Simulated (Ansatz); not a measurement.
Two members of one family (Series AsH2X), computed with Ansatz in the gas phase. The two geometries come from different levels. Binding counts from free atoms in the multiplicity of their measured ground term, without zero-point energy. A dash marks a value that wasn't run or was left out as unsound. The structures are stationary points that may keep the symmetry of their start.

First: AsH2(OMe) (singlet, charge 0, B3LYP-D4/def2-TZVP geometry).

```xyz
8

As   -1.2610    0.9271    0.2880
H    -2.6089    0.2317    0.1102
H    -1.2051    0.5198    1.7739
O    -0.3389   -0.4849   -0.3811
C     1.0685   -0.3188   -0.4313
H     1.3608    0.6126   -0.9326
H     1.4713   -1.1582   -0.9981
H     1.5133   -0.3292    0.5710
```

| level | HOMO (eV) | LUMO (eV) | gap (eV) | vertical IE (eV) | vertical triplet (eV) | binding per atom (eV) |
| --- | --- | --- | --- | --- | --- | --- |
| PBE-D4/def2-TZVP | -5.82 | -1.39 | 4.43 | 9.15 | 4.09 | 3.37 |
| r2SCAN-D4/def2-TZVP | -6.12 | -1.16 | 4.97 | 9.27 | 4.17 | 3.31 |
| PBE0-D4/def2-SVP | -7.03 | -0.20 | 6.83 | – | – | 3.30 |
| ωB97X-V/def2-TZVP | -9.49 | 1.67 | 11.16 | – | – | 3.34 |
| ωB97M-V/def2-TZVP | -9.40 | 1.48 | 10.88 | – | – | 3.31 |

Second: AsH2Et (singlet, charge 0, PBE0-D4/def2-SVP geometry).

```xyz
10

As   -0.3271   -1.6318   -0.5968
H     0.8934   -1.4189   -1.4907
H     0.4186   -2.6380    0.2761
C     0.0234   -0.0621    0.5654
C    -0.3016    1.2455   -0.1399
H     1.0675   -0.0811    0.9089
H    -0.6144   -0.1932    1.4543
H    -0.1492    2.1065    0.5289
H     0.3380    1.3997   -1.0232
H    -1.3485    1.2734   -0.4830
```

What does the change do? Estimate second minus first.


| level | Δ HOMO (eV) | Δ LUMO (eV) | Δ gap (eV) | Δ vertical IE (eV) | Δ vertical triplet (eV) | Δ binding per atom (eV) |
| --- | --- | --- | --- | --- | --- | --- |
| PBE-D4/def2-TZVP | -0.21 | 0.96 | 1.16 | 0.14 | 1.16 | 0.18 |
| r2SCAN-D4/def2-TZVP | -0.16 | 1.09 | 1.25 | 0.08 | 1.15 | 0.20 |
| PBE0-D4/def2-SVP | -0.05 | 0.91 | 0.96 | – | – | 0.24 |
| ωB97X-V/def2-TZVP | 0.07 | 0.64 | 0.57 | – | – | 0.19 |
| ωB97M-V/def2-TZVP | 0.09 | 0.53 | 0.43 | – | – | 0.20 |
